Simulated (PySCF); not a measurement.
**Sn: electron affinity**

Sn⁻ [Kr] 4d10 5s2 5p3 [5p1/2^2 5p3/2^1, M_J = 3/2] → Sn [Kr] 4d10 5s2 5p2 [5p1/2^2, M_J = 0], as a difference of total energies. Calculation: PySCF 2.14, in x2c-TZVPall-2c with one added diffuse shell each of s, p, d, f type (9s10p6d3f, 90 functions); the two-component X2C-1e Hamiltonian. Correlated levels: [Ar] 3d10 frozen; the 6 highest virtual spinors dropped. "Screened" scales the spin-orbit matrix elements by Boettger's factors to mimic the two-electron term; Breit and QED terms are absent.

| method | electron affinity (eV) |
| --- | --- |
| GHF (spin-free) | 1.030 |
| GMP2 (spin-free) | 1.402 |
| GHF (screened spin-orbit) | 0.863 |
| GMP2 (screened spin-orbit) | 1.238 |

Task: How much does correlation contribute at GMP2 (screened spin-orbit)?

Result: 1.238 − (0.863) = 0.375 eV, measured against GHF (screened spin-orbit).

The spin-free rows relax to the high-spin LS determinant and lack the spin-orbit shift.

Errors of the correlated levels include the incompleteness of this basis and the frozen core.

The labels give the starting determinants; with spin-orbit coupling the two ends relaxed to ⟨J²⟩ = 3.76, ⟨L²⟩ = 0.04, ⟨S²⟩ = 3.74 and ⟨J²⟩ = 1.37, ⟨L²⟩ = 2.02, ⟨S²⟩ = 1.96.

The determinant of Sn mixes levels of different J (the jj label is only the starting occupation), so the difference between spin-free and spin-orbit rows is not the physical spin-orbit shift.

For comparison: 1.112 eV (measured; photodetachment measurements, as compiled on the Wikipedia data page of electron affinities).
